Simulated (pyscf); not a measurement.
Single points on ωB97X-D3(BJ)/def2-SVP structures (PySCF, gas phase).

SMILES: FC(F)([SiH3])[Si]([SiH3])([SiH3])Cl
```xyz
17

F      0.5555    -0.6992     2.5370
C      0.5275     0.0722     1.3894
F      1.7546    -0.1046     0.7617
Si     0.3527     1.9180     1.8910
Si    -0.7826    -0.6464     0.1797
Si    -0.9835    -2.9149     0.6547
Si    -0.1413    -0.0468    -1.9744
Cl    -2.5769     0.3279     0.6088
H     -0.8171     2.0662     2.7932
H      0.1691     2.7120     0.6458
H      1.6077     2.3158     2.5834
H     -1.9014    -3.5522    -0.3329
H     -1.5268    -3.0827     2.0300
H      0.3668    -3.5375     0.5505
H     -1.2576    -0.3514    -2.9148
H      0.1581     1.4126    -2.0090
H      1.0690    -0.8222    -2.3680
```
Charge 0, spin multiplicity 1.

Q: How much does it cost (ΔH, 298 K, ωB97M-D3(BJ)/def2-TZVP) to split F–C(F)(SiH₃)–Si(SiH₃)(SiH₃)–Cl at its C–Si bond into F–C•(F)–SiH₃ + H₃Si–Si•(SiH₃)–Cl?

A: C–Si to F–C•(F)–SiH₃ + H₃Si–Si•(SiH₃)–Cl: 288.1 kJ/mol. The 7 functionals that were run give +250.9 (PBE) to +290.3 kJ/mol (ωB97X-D3(BJ)). Other isomers of F–C•(F)–SiH₃, H₃Si–Si•(SiH₃)–Cl were not searched in full and may lie lower.
